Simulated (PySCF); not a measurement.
**Zr³¹⁺: fine-structure interval**

Zr³¹⁺ [He] 2s2 2p5 [2p1/2^2 2p3/2^3, M_J = 3/2] → Zr³¹⁺ [He] 2s2 2p5 [2p1/2^1 2p3/2^4, M_J = 1/2], as a difference of total energies. All numbers are calculated (PySCF 2.14, the two-component X2C-1e Hamiltonian, in an uncontracted even-tempered set (17 s from 12 bohr⁻², ratio 2.4; 12 p from 15 bohr⁻², ratio 2.4; 5 d from 59 bohr⁻², ratio 2.6; 4 f from 88 bohr⁻², ratio 2.6)). Correlated levels: nothing frozen; the 32 highest virtual spinors dropped. "Screened" scales the spin-orbit matrix elements by Boettger's factors to mimic the two-electron term; Breit and QED terms are absent.

```csv
method,fine-structure interval (cm⁻¹)
GHF (screened spin-orbit),728000
GMP2 (screened spin-orbit),728870
GHF (bare spin-orbit),767450
```
